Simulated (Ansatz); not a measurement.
C$_{7}$H$_{5}$O$_{2}$−, SMILES `O=C([O-])c1ccccc1`, relaxed with RKS PBE0-D4/def2-TZVPD in Ansatz from a GFN2-xTB geometry. The force threshold is 0.005 eV/Å; the program also tests the step.

Total charge -1; spin multiplicity 1.

Start:

```xyz
14

O     2.336    0.712    2.005
C     1.797    1.258    1.031
O     2.045    2.355    0.509
C     0.638    0.446    0.366
C    -0.007    0.933   -0.763
C    -1.032    0.217   -1.355
C    -1.427   -0.998   -0.819
C    -0.790   -1.493    0.309
C     0.236   -0.773    0.894
H     0.318    1.884   -1.161
H    -1.531    0.602   -2.238
H    -2.231   -1.561   -1.280
H    -1.101   -2.444    0.727
H     0.749   -1.138    1.773
```

By how much does the energy fall, and how many steps does the optimiser take? (An estimate is asked.)

The calculation gave: 1.25 kJ/mol, in 4 steps.

Which bonds change most? (Estimate.)

The calculation gave: C2–C4 from 1.564 to 1.542 Å; O1–C2 from 1.240 to 1.247 Å; C2–O3 from 1.240 to 1.247 Å; C8–C9 from 1.383 to 1.388 Å.

Give the relaxed structure. (Estimate.)

The calculation gave: 
```xyz
14

O     2.302    0.718    2.028
C     1.787    1.251    1.026
O     2.061    2.336    0.475
C     0.644    0.451    0.370
C    -0.007    0.937   -0.759
C    -1.036    0.220   -1.353
C    -1.432   -1.002   -0.822
C    -0.788   -1.496    0.306
C     0.241   -0.773    0.894
H     0.327    1.893   -1.147
H    -1.536    0.612   -2.235
H    -2.237   -1.566   -1.284
H    -1.092   -2.451    0.727
H     0.766   -1.129    1.774
```
